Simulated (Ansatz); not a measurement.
Consider the redistribution: `C[Si](F)(F)[GeH3]` + `N[SiH2]OCO` → `N[SiH2][O][GeH3]` + `C[Si](F)(F)CO`.

Calculated with Ansatz (gas phase, PBE0-D4/def2-TZVP geometries, no zero-point term in ΔE). CCSD(T)/CBS is the MP2 limit (def2-TZVPP, def2-QZVPP) plus CCSD(T) − MP2 in def2-TZVPP, frozen cores. DFT in def2-TZVPP. B3LYP here is the variant with VWN-RPA as its local correlation; programs differ in this. For Ge outer-core shells are correlated without core-valence functions, which leaves a few kJ/mol of doubt a bond. Scalar relativity is left out up to krypton. One conformer a species, not always the lowest.

**Question.** Is it downhill or uphill in electronic energy at CCSD(T)/CBS, and by how much? (Estimate.)

**Answer.** Ansatz gave: Downhill: ΔE = -68.0 kJ/mol.

**Question.** What do these levels give: PBE-D4, PBE0-D4, B3LYP-D4, ωB97M-V, B2PLYP, r2SCAN, B3LYP, HF/def2-TZVPP, MP2/def2-TZVPP, CCSD/def2-TZVPP, HF/def2-QZVPP, MP2/CBS(def2)? (An estimate is asked.)

**Answer.** Computed: PBE-D4 -49.9, PBE0-D4 -55.2, B3LYP-D4 -63.9, ωB97M-V -67.4, B2PLYP -69.3, r2SCAN -62.0, B3LYP -62.8, HF/def2-TZVPP -78.6, MP2/def2-TZVPP -76.4, CCSD/def2-TZVPP -70.6, HF/def2-QZVPP -80.1, MP2/CBS(def2) -75.1 kJ/mol.

Largest T1 diagnostic among the species: 0.012.

From PBE to PBE0 (25 % exact exchange), in def2-TZVPP and without D4, ΔE moves by −5.4 kJ/mol.
